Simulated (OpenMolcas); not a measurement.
Ni2+ (d8) in a complex was computed by SS-CASPT2, IPEA 0.25 Eh, imaginary shift 0.1 Eh with the d shell active (OpenMolcas, ANO-RCC-VDZP on the metal). Its lowest spin-free states, and all those of the highest spin:

| 2S+1 | Degeneracy | E (cm-1) |
| --- | --- | --- |
| 3 | 1 | 0 |
| 3 | 2 | 3480 |
| 3 | 1 | 5610 |
| 3 | 1 | 6520 |
| 3 | 2 | 7160 |
| 1 | 1 | 13350 |
| 1 | 1 | 14220 |
| 1 | 2 | 16810 |
| 1 | 1 | 18710 |
| 3 | 1 | 19680 |
| 3 | 2 | 21970 |
| 1 | 1 | 24180 |

Question: Is the site octahedral, tetrahedral or cube-like, axial, or of lower symmetry?

Answer: The states with 2S+1 = 3 have orbital degeneracies 1, 2, 1, 1, 2, 1, 2. There are pairs but no triples, so the site is axial: not cubic, but with a proper or improper axis of order three or more. The run had Ni2+ with 6 ligands (fluoride) in tetragonal octahedral coordination (D4h) at 2.12 Å, the axial distance 2.374 Å. A charge of +0.667 e stands 2.6 Å behind each ligand. Ligand basis ANO-RCC-VDZP.

Over all roots computed the reference weight is 0.69 to 0.71; a low but even weight reflects the number of correlated electrons. A single d shell leaves out the double-shell effect, which counts most for late 3d ions, where the CASPT2 field can be off either way by tens of per cent. Ligand-to-metal charge-transfer states are missing. For late 3d ions with one d shell CASPT2 can put B and the spin-flip bands somewhat low as well as high. With one d shell and no ligand orbital active, 10Dq can be off by tens of per cent for divalent 3d ions, low with halides held by bare charges and at times high in hosts, and the orbital part of g and χT goes as 1/10Dq. Free-ion shares, where given, are those of the reference states; single-state CASPT2 does not remix them. The distance lies 6 % over the 2 Å that this model takes as the normal distance (a Shannon-type radius plus a fixed donor radius); by an R⁻⁵ law this alone changes a d-shell field by about -25 %. No measured value stands beside these numbers; the geometry is a model, was not optimised and need not be the one that this ion takes.
